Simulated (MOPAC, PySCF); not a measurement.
C₃H₉Ga, SMILES `[Ga]([CH3])([CH3])[CH3]`, neutral singlet in the gas phase. 

Z-matrix (Å, degrees):
```
Ga
C 1 1.9884
H 2 1.0980 1 112.63
H 2 1.0998 3 109.01 1 -123.64
H 2 1.1019 3 107.96 4 -115.72
C 1 1.9885 2 120.23 3 15.36
H 6 1.0982 1 112.40 2 -163.17
H 6 1.0994 7 109.09 1 -123.98
H 6 1.1021 7 107.75 8 -115.80
C 1 1.9885 2 119.93 3 -165.36
H 10 1.0980 1 112.58 2 -14.43
H 10 1.0997 11 109.04 1 123.74
H 10 1.1020 11 107.92 12 115.73
```
Charge 0, spin multiplicity 1.

All levels are single points at this geometry (PBE-D3(BJ)/def2-TZVP); Pople sets use spherical d functions. Orbital energies aren't observables, and empty levels follow the basis.

```csv
level,HOMO (eV),LUMO (eV),gap (eV),dipole (D),"vertical IE, Delta-SCF (eV)"
PBE-D3(BJ)/def2-TZVP in PySCF,-6.19,-1.35,4.84,0.02,–
B3LYP/3-21G in PySCF,-6.85,-0.49,6.35,0.04,–
M06-2X/6-31G* in PySCF,-8.40,-0.04,8.36,0.02,–
PBE/6-31G* in PySCF,-5.95,-1.19,4.76,0.03,–
SVWN5/6-31G* in PySCF,-6.06,-1.41,4.65,0.04,–
PM3 in MOPAC,-9.08,-1.68,7.39,0.03,–
```
